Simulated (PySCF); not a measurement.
Calculation: PBE-D3(BJ)/def2-TZVP // PBE0-D3(BJ)/def2-TZVP run with PySCF 2.14.0. Isolated molecules, 0 K electronic values unless said otherwise. Excitations are Tamm–Dancoff values on a coarser integration grid. The basis has no diffuse functions, so Rydberg states are missing or too high.

Reference species (SMILES): `[CH3][Al]([CH3])[CH3]` (neutral, multiplicity 1).

S1–T1 gap (TDA): 0.28 eV
LUMO: -1.13 eV
brightest of the four lowest singlets (TDA): 6.09 eV

Changed species: `[CH3][Al]([I])[I]` (2 of 3 CH3 replaced by I; the reference has 0 of 3 CH3 replaced by I).

### Question
Predict the effect on the S1–T1 gap (TDA), LUMO and brightest of the four lowest singlets (TDA).

### Answer
the S1–T1 gap (TDA) drops by 0.17 eV, to 0.11 eV; the LUMO falls by 1.05 eV, to -2.18 eV; the brightest of the four lowest singlets (TDA) falls by 1.10 eV, to 4.99 eV.
